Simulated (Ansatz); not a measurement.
Geometry optimisation, Ansatz, RKS PBE-D4/cc-pVDZ.

input.yaml

```yaml
crystal:
  periodic: [false, false, false]
  atoms:
    - { symbol: "N", position_ang: [1.2337, 0.8887, 0.685] }
    - { symbol: Si, position_ang: [0.513, -0.5147, -0.144] }
    - { symbol: Cl, position_ang: [-1.57045, -0.30311, -0.20238] }
    - { symbol: B, position_ang: [0.91637, -2.10592, 0.73941] }
    - { symbol: F, position_ang: [0.49701, -2.38934, 2.11949] }
    - { symbol: H, position_ang: [0.8491, 1.7825, 0.1388] }
    - { symbol: H, position_ang: [0.7698, 0.9825, 1.6221] }
    - { symbol: H, position_ang: [1.03685, -0.50531, -1.50956] }
    - { symbol: H, position_ang: [1.58588, -2.99561, 0.19865] }
basis:
  gaussian: { orbitals: cc-pVDZ }
hamiltonian:
  xc: pbe
  dispersion: d4
relax:
  f_tol: 0.015
  max_steps: 40
```

Launched with:

```bash
$ ansatz run input.yaml --threads 2 --pin off --max-ram 3072MiB --backend cpu --events-out ev --progress --plain --runs-dir out
```

Problem. Where does it end, and by what steps?

Solution. It converged. After 20 steps the energy has fallen by 0.775 eV; H9 moved furthest, 0.69 Å.

```tsv
step	energy less start (eV)	largest force component (eV/Å)	accepted
0	0.0000	4.156	yes
1	-0.5550	2.329	yes
2	-0.7025	0.508	yes
3	-0.6834	0.682	no
4	-0.7265	0.324	yes
5	-0.7430	0.174	yes
6	-0.7534	0.074	yes
7	-0.7564	0.072	yes
8	-0.7502	0.826	no
9	-0.7629	0.056	yes
10	-0.7670	0.159	yes
11	-0.7392	0.866	no
12	-0.7713	0.101	yes
13	-0.7741	0.033	yes
14	-0.7743	0.056	yes
15	-0.7752	0.034	yes
16	-0.7753	0.050	yes
17	-0.7754	0.019	yes
18	-0.7754	0.019	yes
19	-0.7752	0.049	no
20	-0.7755	0.004	yes
```

```xyz
9
Properties=species:S:1:pos:R:3
N 1.064 0.943 0.715
Si 0.545 -0.444 -0.210
Cl -1.575 -0.631 -0.500
B 0.929 -2.166 0.796
F 1.099 -2.109 2.132
H 0.900 1.875 0.320
H 0.804 0.946 1.708
H 1.110 -0.302 -1.597
H 0.954 -3.273 0.284
```

Run time: 43 s on 2 threads of Intel(R) Xeon(R) Platinum 8375C CPU @ 2.90GHz (Ice Lake), with other jobs on the host, peak memory 0.2 GiB.
